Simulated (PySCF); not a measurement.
PySCF job for GaHBr₂, SMILES [Br][GaH][Br], PBE0/pcSseg-1. Coordinates come from a PBE0-D3(BJ)/def2-SVP optimisation.

```python
import numpy as np
from pyscf import gto, scf, dft
from pyscf.prop.nmr import rks as nmr

mol = gto.M(
    atom='''
    Ga    0.00000000   -0.00000000    0.81100129
    H    -0.00000001   -0.00000000    2.36150044
    Br   -0.00000000    1.93287875   -0.39289343
    Br   -0.00000000   -1.93287875   -0.39289343
    ''',
    basis='pcSseg-1',
    charge=0,
    spin=0,
    max_memory=1600,
    verbose=3,
)
mf = dft.RKS(mol, xc='pbe0')
mf.grids.level = 3
mf.conv_tol = 1e-10
mf.max_cycle = 100
mf.kernel()
n = nmr.NMR(mf)
n.verbose = 2
n.max_cycle_cphf = 60
sigma = n.kernel()
print('atom   isotropic/ppm   span/ppm')
for i, s in enumerate(sigma):
    w = np.linalg.eigvalsh((s + s.T) / 2)
    print(f'{mol.atom_symbol(i):2s}{i + 1:3d} {w.mean():14.3f} {w[2] - w[0]:11.3f}')
```

Program output:

```
converged SCF energy = -7072.27668164288
atom   isotropic/ppm   span/ppm
Ga  1       1255.199     153.033
H   2         24.786      20.218
Br  3       2354.151     858.657
Br  4       2354.151     858.657
```

Self-consistency was reached.
